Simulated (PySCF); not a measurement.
Species: C₆H₁₀NO (doublet state).
Z-matrix (Å and degrees, GFN2-xTB geometry), rows numbered from 1:
```
C 
C   1  1.2950
C   2  1.4535  1  142.64
C   3  1.5390  2  111.16  1    10.94
O   4  1.2147  3  120.64  2  -105.24
N   4  1.3498  3  116.34  2    72.95
C   6  1.4430  4  124.75  3     4.09
C   6  1.4464  4  119.02  3   177.44
H   1  1.0925  2  124.19  3    -0.94
H   1  1.0804  2  121.67  3   178.18
H   3  1.0933  2  111.31  1   133.79
H   3  1.0932  2  109.05  1  -106.51
H   7  1.0954  6  111.35  4    84.09
H   7  1.0897  6  108.54  4  -156.78
H   7  1.0881  6  110.88  4   -38.03
H   8  1.0927  6  110.49  4  -116.06
H   8  1.0921  6  110.29  4   123.28
H   8  1.0882  6  108.16  4     3.68
```

The hyperfine couplings belong to this conformer and change with its torsions.

The species is `C=[C]CC(=O)N(C)C` [radical].

Method: UKS B3LYP, pcH-1 on C H N O, non-relativistic, mean-field spin-orbit, GIAO in PySCF. One conformer (not necessarily the lowest) at the GFN2-xTB geometry, without solvent, vibrations or thermal averaging. Couplings are sensitive to structure, and on GFN2-xTB geometries they can be far from those on DFT ones. No stability test was run, so a lower SCF solution isn't excluded.

Problem. Match the computed a_iso(13C) values +269.9, +71.6, -5.3, +4.1, -0.7 MHz with the sites C1; C2; C3; C4; C7.

Solution. 
```
site  a_iso (MHz)  ρ(0) (bohr⁻³)                 position  distance from C2 (Å)  spin population  largest |T| (MHz)
  C1         -5.3        -0.0047           1 bond from C2                  1.29            -0.16               17.4
  C2       +269.9        +0.2401  largest spin population                  0.00            +0.97              139.8
  C3         +4.1        +0.0036           1 bond from C2                  1.45            -0.05                9.9
  C4        +71.6        +0.0637          2 bonds from C2                  2.47            +0.05               12.3
  C7         -0.7        -0.0006          4 bonds from C2                  3.17             0.00                0.9
```

ρ(0) is the spin density at the nucleus and T the dipolar tensor; entries for several nuclei are means. Largest spin populations (Mulliken): C2 (+0.97), C1 (-0.16) and H9 (+0.09). C2 is the only atom above +0.15. The positive populations add up to 1.21 and the negative ones to -0.21, together 2S = 1.

Class means assume fast exchange of nuclei equivalent by connectivity; if that motion is slow, each nucleus keeps its own coupling. C7 and C8, with what hangs on them, aren't averaged: N6 is flat or nearly so (angle sum 360°), and its turn about the short N6–C4 bond (1.35 Å) is taken as slow. The 1H value of +31.7 MHz is a mean of couplings from 12.6 to 50.7 MHz in this one geometry, not an average over conformers.
